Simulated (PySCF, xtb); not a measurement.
B(Cl)(H)(SMe) (CH₄BClS), SMILES CSBCl. Atoms are numbered in the order given.

```xyz
8

B     -0.5856     0.3990     0.0000
Cl    -0.0216     2.0678     0.0000
H     -1.7663     0.1770     0.0000
S      0.6100    -0.9182     0.0000
C     -0.4565    -2.4123     0.0000
H     -1.0853    -2.4388     0.8993
H      0.2123    -3.2829     0.0000
H     -1.0853    -2.4388    -0.8993
```
Charge 0, spin multiplicity 1.

Geometry: B3LYP-D3(BJ)/def2-SVP. The values are those of a single conformer.

Level of theory: C-PCM-B3LYP/def2-SVP (PySCF 2.14.0).

The values are the electrostatic part of the solvation free energy, E(continuum) − E(gas) at the gas-phase geometry, in a cavity of scaled van der Waals radii (PySCF's table); cavitation and dispersion terms are not included. In vacuum the orbital gap is 6.23 eV. The dipole moment in vacuum is 2.26 D.

```csv
solvent,ε,ΔG(elec) (kcal/mol),dipole (D),gap (eV)
water,78.36,-2.0,2.94,6.21
dichloromethane,8.93,-1.8,2.85,6.21
ethanol,24.85,-2.0,2.91,6.21
```

For comparison, GFN2-xTB/ALPB(water) (xtb, at the GFN2-xTB geometry, all terms of that model) gives -1.4 kcal/mol.
